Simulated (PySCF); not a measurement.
Br$_{2}$Ge, singlet, at a GFN2-xTB geometry. Base run: HF/3-21G run with PySCF.

The PySCF input:
```python
from pyscf import gto, scf

mol = gto.Mole()
mol.atom = '''
    Ge    0.01682949    0.00687689    1.03311619
    Br    1.00009172   -1.51961211   -0.47860423
    Br   -1.01547868    1.51332467   -0.46595914
'''
mol.basis = '3-21g'
mol.verbose = 4
mol.build()

mf = scf.RHF(mol)
mf.kernel()
mo_i, mo_e, stable_i, stable_e = mf.stability(internal=True, external=True, return_status=True, nroots=6, tol=1e-6)
print('internally stable:', stable_i, ' externally stable:', stable_e)
if not stable_e:
    umf = mf.to_uhf() if not hasattr(mf, 'xc') else mf.to_uks()
    umf.scf_summary = {}
    umf.kernel(umf.make_rdm1(mo_e, umf.mo_occ))
```

The bond that is stretched is that between atoms 3 and 1. A test that says stable can miss a lower solution.

Each row names what was changed in the base input (with any setting that the change needs).

```csv
change,ΔE vs base (eV),<S^2>,E after following the instability (Eh),<S^2> there,HOMO-LUMO gap (eV),stability test says,outcome
base,0.00,0.000,-,-,9.31,stable,converged
bond × 1.25,0.73,0.000,-,-,8.35,stable,converged
bond × 1.5,2.02,0.000,-7185.44602,0.71,6.68,external instability,converged
bond × 1.8,3.28,0.000,-7185.35554,0.50,5.06,external instability,converged
bond × 2.2,4.35,0.000,-7185.33820,0.53,3.40,external instability,converged
bond × 3.0,-,-,-,-,-,-,not converged
```

Where a bond breaks into two radicals, a solution with restricted orbitals usually stops being the lowest and lies too high; an unrestricted one lies lower at the price of spin contamination, which <S^2> shows.
